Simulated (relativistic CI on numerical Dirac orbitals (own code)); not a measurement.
# Spin-allowed bands of a d2 ion in a tetrahedral site, by hand

Problem. Take Δ = 6100 cm⁻¹ and B = 930 cm⁻¹ for a d2 ion in a tetrahedral site. Calculate the three spin-allowed bands.

Working.
1. The terms of highest spin are 3F (energy 0) and 3P (15B = 13950 cm⁻¹). Here the F term splits into A2 at −1.2Δ = -7320, T2 at −0.2Δ = -1220 and T1 at +0.6Δ = 3660 cm⁻¹.
2. The two T1 states mix through the element 0.4Δ: H = [[3660, 2440], [2440, 13950]], with roots ½(H₁₁ + H₂₂) ∓ ½√[(H₂₂ − H₁₁)² + 4H₁₂²] = ½(17610) ∓ ½(11389) = 3111 and 14499 cm⁻¹.
3. The ground term is 3A2 at -7320 cm⁻¹.
4. Bands: 3T2 6100 cm⁻¹ (1639 nm), 3T1(F) 10431 cm⁻¹ (959 nm), 3T1(P) 21819 cm⁻¹ (458 nm).

Check. Exact diagonalisation of the whole d2 shell with these parameters gives 3T2 6100, 3T1 10431, 3T1 21819 cm⁻¹. The match is exact, since without spin-orbit coupling no other term has this spin. The ratio of the second band to the first, 1.710, depends on Δ/B = 6.6 alone, which is how a Tanabe-Sugano diagram is read.
